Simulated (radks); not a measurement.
The numbers below are computed, except where a source is named.
Question: The mean radii <r> (bohr) of the occupied orbitals of an atom or ion are listed with their occupations. Level of theory: scalar-relativistic Kohn-Sham, r2SCAN, spin-unpolarised, spherical densities, finite nucleus; meta-GGA in the generalised Kohn-Sham scheme; Fermi nuclear charge, rms radius of each element as measured or else 0.836 A^(1/3) + 0.57 fm (a radial shooting solver on a logarithmic mesh with Libxc functionals).

orbital  occ.      <r>
1s          2  0.05847
2s          2   0.2664
2p          6   0.2354
3s          2   0.8107
3p          6   0.8582
3d          6    1.109
4s          1    2.727

Name the element and its charge.

Answer: Z = 26, iron, charge +1: Fe+ in [Ar] 3d6 4s1. The 1s radius gives Z: for a bare nucleus <r> = (2 gamma + 1)/(2Z) with gamma = sqrt(1 - (Z/c)^2), 0.05699 bohr for Z = 26, and screening makes it slightly larger (0.05847 here). The occupations add up to 25, and the charge is Z minus that.
